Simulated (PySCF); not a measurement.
A geometry optimisation on `FBBCB(Cl)Cl`.

Method: PBE0-D3(BJ)/def2-SVP geometry optimisation, gas phase (PySCF 2.14.0). Start geometry: GFN2-xTB. The command runs a driver script over a list of jobs; the input below is this job's line of settings and its coordinates in Å.

Command:
```bash
OMP_NUM_THREADS=1 python probes_run.py task.json out
```

Input:
```
{"job": {"xc": "PBE0", "basis": "def2-SVP", "d3": "d3bj", "grid": 1, "shake": 0.01, "kind": "geom"}, "charge": 0, "multiplicity": 1}
F      1.724390    -1.394700    -1.566260
B      1.844850    -0.620080    -0.495700
B      0.750370     0.570940    -0.083140
C     -0.458850     0.300160     0.848120
B     -1.729330    -0.004020    -0.109410
Cl    -2.675700     1.290160    -0.748010
Cl    -2.123060    -1.609960    -0.538590
H      2.850440    -0.862460     0.111880
H      0.895960     1.686660    -0.422010
H     -0.707670     1.173970     1.469470
H     -0.333280    -0.556500     1.517980
```

Output:
```
step   0  E = -1134.42376886  max force = 0.028224
step   1  E = -1134.42823240  max force = 0.009905
step   2  E = -1134.42869963  max force = 0.003056
step   3  E = -1134.42875137  max force = 0.000728
step   4  E = -1134.42875716  max force = 0.000594
step   5  E = -1134.42875857  max force = 0.000342
optimisation converged
```

Energies in Eh; «max force» is the largest Cartesian gradient component in Eh/bohr.

Task: How much energy does the optimisation release, in eV?

Result: E(step 0) − E(last step) = 0.004990 Eh, which is 0.136 eV.

Task: Give the first gradient maximum in eV/Å.

Result: With 1 Eh/bohr = 51.422 eV/Å, 1.451 eV/Å.

Summary of the converged run: final energy -1134.42876 Eh after 5 steps; dipole 1.77 D.

Task: Where do the atoms end?

Result: 0.090 Å rms from the input after alignment:
```
atom  x, y, z in Å
F1     1.7084   -1.3089   -1.5148
B2     1.8579   -0.5977   -0.4030
B3     0.7319    0.5819    0.0524
C4    -0.5624    0.2731    0.8845
B5    -1.6398   -0.0195   -0.2103
Cl6   -2.4846    1.2895   -1.0132
Cl7   -1.9917   -1.6600   -0.7162
H8     2.8570   -0.8449    0.2511
H9     0.9120    1.7307   -0.2964
H10   -0.8830    1.1581    1.4554
H11   -0.4602   -0.6187    1.5200
```

On one thread, Arm Neoverse V1 (aarch64) (shared host), this took 41 s wall and 0.52 GiB of memory at its peak.
Labels such as C1 count atoms from 1, the log's own numbers from 0.
